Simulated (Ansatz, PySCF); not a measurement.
Gas-phase reaction (SMILES): O=[SiH2] + 2 [H][H] (H2) -> O (H2O) + [SiH4] (SiH4); energy of full hydrogenation.

Structures are relaxed separately at B3LYP-D3(BJ)/def2-TZVP in Ansatz (a first-principles code). Valence correlation only, unless marked. No spin-orbit coupling. No relativistic terms. Basis-set limits of correlation are two-point, X^-3; Hartree-Fock from the larger set. Thermal terms are rigid-rotor harmonic-oscillator values from B3LYP-D3(BJ) frequencies (Ansatz or PySCF) at 298.15 K and 1 atm. 1 Eh = 627.5095 kcal/mol.

```
species        E, CCSD(T)/CBS(def2-TZVPPD,def2-QZVPPD) (Ansatz) (Eh)  E, wB97M-V/def2-TZVPD (Ansatz) (Eh)  H - E (Eh)  G - E (Eh)
-------------  -----------------------------------------------------  -----------------------------------  ----------  ----------
O=[SiH2]                                                  -365.42934                           -365.90176     0.02250    -0.00419
[H][H] (H2)                                                 -1.17452                             -1.16077     0.01336    -0.00144
O (H2O)                                                    -76.37558                            -76.43347     0.02495     0.00353
[SiH4] (SiH4)                                             -291.45830                           -291.84546     0.03520     0.01198
```

Task: Work out ΔE and ΔH, ΔG, ΔS and the equilibrium constant at 298.15 K at the first level, then ΔH at the second.

Result: 
1. ΔE = [(-76.37558) + (-291.45830)] - [(-365.42934) + 2×(-1.17452)] = -0.05550 Eh = -34.8 kcal/mol at CCSD(T)/CBS(def2-TZVPPD,def2-QZVPPD).
2. The terms H - E add up to 0.01093 Eh, so ΔH = (-0.05550 + (0.01093))×627.5095 = -28.0 kcal/mol.
3. The terms G - E add up to 0.02258 Eh, so ΔG = -20.7 kcal/mol, and ΔS = (0.01093 - (0.02258))×627509.5/298.15 = -24.5 cal/(mol K).
4. log10 K = -ΔG/(RT ln 10) = 15.2, with RT ln 10 = 1.3642 kcal/mol.
5. With ΔH and ΔS taken as constant, ΔG changes sign near ΔH/ΔS = 1140 K, a rough figure that leaves out heat capacities.
6. At wB97M-V/def2-TZVPD the same steps give ΔE = -34.9 and ΔH = -28.0 kcal/mol, a shift of +0.0 from the first level.
7. These values are not checked against measurement here, since the tables used lack a sound gas-phase enthalpy of formation for at least one species.
